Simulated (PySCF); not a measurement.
```xyz
13

C      0.2366     1.4113    -0.6248
C      0.0198     0.0533    -0.0233
Si    -1.6962    -0.5956     0.2184
C      1.0354    -0.7255     0.3541
O      2.3347    -0.3546     0.2250
H      1.2967     1.6544    -0.7035
H     -0.2467     2.1879    -0.0239
H     -0.2012     1.4709    -1.6262
H     -1.6332    -1.9528     0.8275
H     -2.4912     0.2959     1.1094
H     -2.4291    -0.6823    -1.0763
H      0.8721    -1.7087     0.7895
H      2.9023    -1.0541     0.5542
```

Charge 0, multiplicity 1.

**Question.** Give the Mulliken and meta-Löwdin atomic charges from PBE-D3(BJ)/def2-TZVP // PBE0-D3(BJ)/def2-TZVP in PySCF 2.14.0.

**Answer.** 
```csv
atom,Mulliken (e),meta-Löwdin (e)
C1,-0.39,-0.35
C2,-0.05,-0.27
Si3,0.12,0.43
C4,-0.03,0.07
O5,-0.33,-0.44
H6,0.14,0.13
H7,0.13,0.12
H8,0.13,0.12
H9,-0.04,-0.09
H10,-0.04,-0.09
H11,-0.04,-0.09
H12,0.09,0.10
H13,0.31,0.35
```
